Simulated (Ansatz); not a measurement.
**C3H9In (trimethylindium (TMIn)): a line through the functionals**

C3H9In has 13 atoms, charge 0, and is taken as a singlet. SMILES: `[CH3][In]([CH3])[CH3]`. The shape is that of a PBE0-D4/def2-TZVP optimisation.

The vertical ionisation energy (to the doublet cation) y, in eV, basis def2-SVP with a core potential; a is the functional's share of exact exchange. Programs: Ansatz 0.2.0.

| functional | program | a | y (eV) |
| --- | --- | --- | --- |
| r2SCAN | Ansatz | 0 | 8.73 |
| revPBE | Ansatz | 0 | 8.60 |
| B3LYP | Ansatz | 0.2 | ? |
| PBE0 | Ansatz | 0.25 | 8.90 |
| BHLYP | Ansatz | 0.5 | 8.91 |

**Question.** Fit y = c + s·a to the known rows and predict B3LYP.

**Answer.** 
1. Means of the 4 rows: a = 0.1875, y = 8.785.
2. Σ(Δa)² = 0.17188, Σ(Δa·Δy) = 0.09125, so the slope is 0.09125/0.17188 = 0.53089.
3. Intercept: 8.785 − (0.53089) × 0.1875 = 8.685. The largest residual of the fit is 0.085.
4. B3LYP: 8.685 + (0.53089) × 0.2 = 8.79 eV.

The run gave 8.85 eV, so the prediction is off by -0.06 eV, within the largest residual. The rows mix families of semi-local functionals, which the line can't see. Spin-orbit coupling is left out.
